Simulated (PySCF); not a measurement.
**Molecular orbitals of PI**

PBE at R = 2.379 Å; P def2-TZVPP, I def2-TZVPP with ECP28; scalar-relativistic core potentials (PySCF 2.14). State: ³Σ⁻ (triplet), unpaired electrons π ↑↑. Only the outer orbitals are listed, counted within each symmetry, core potentials removing the inner ones.

| spin | orbital | occ. | ε (eV) | on P (%) | main shells (%) |
| --- | --- | --- | --- | --- | --- |
| α | 7σ | 1 | -18.50 | 19 | 80 I s, 15 P s |
| α | 8σ | 1 | -14.29 | 74 | 74 P s, 17 I s, 8 I p |
| α | 9σ | 1 | -8.59 | 49 | 50 I p, 38 P p, 9 P s |
| α | 4π | 1 | -7.85 | 30 | 69 I p, 29 P p |
| α | 4π | 1 | -7.85 | 30 | 69 I p, 29 P p |
| α | 5π | 1 | -5.49 | 69 | 69 P p, 29 I p |
| α | 5π | 1 | -5.49 | 69 | 69 P p, 29 I p |
| α | 10σ | 0 | -2.46 | 55 | 54 P p, 39 I p |
| α | 11σ | 0 | 2.68 | 36 | 46 I p, 19 P d, 17 I d |
| α | 6π | 0 | 3.28 | 33 | 41 I d, 28 P d, 25 I p |
| β | 7σ | 1 | -18.24 | 14 | 85 I s, 9 P s |
| β | 8σ | 1 | -13.05 | 72 | 72 P s, 14 I p, 12 I s |
| β | 9σ | 1 | -8.12 | 51 | 48 I p, 35 P p, 15 P s |
| β | 4π | 1 | -7.36 | 13 | 87 I p, 11 P p |
| β | 4π | 1 | -7.36 | 13 | 87 I p, 11 P p |
| β | 5π | 0 | -3.89 | 85 | 85 P p, 12 I p |
| β | 5π | 0 | -3.89 | 85 | 85 P p, 12 I p |
| β | 10σ | 0 | -1.98 | 57 | 56 P p, 36 I p |

Problem. Which are the highest filled and the lowest empty level, where do they sit, and how wide is the gap?

Solution. Highest filled α 5π at -5.49 eV (in %: 69 P p, 29 I p); lowest empty β 5π at -3.89 eV (in %: 85 P p, 12 I p); the gap at PBE is 1.60 eV. Both belong to one degenerate shell, split only by its one-sided filling, so this is no excitation gap.

```json
{"bond order (Mayer)": "1.49", "⟨S²⟩": "2.005", "charge on P (Mulliken, basis-dependent)": "-0.03", "charge on P (Löwdin, basis-dependent)": "-0.09", "dipole moment (positive dipole means P(−)I(+))": "0.31 D", "polarisability along the bond": "83.7 bohr³", "polarisability across the bond": "37.4 bohr³"}
```

Spin–orbit coupling is left out. The state was picked by a PBE0 search and need not be the measured ground state.
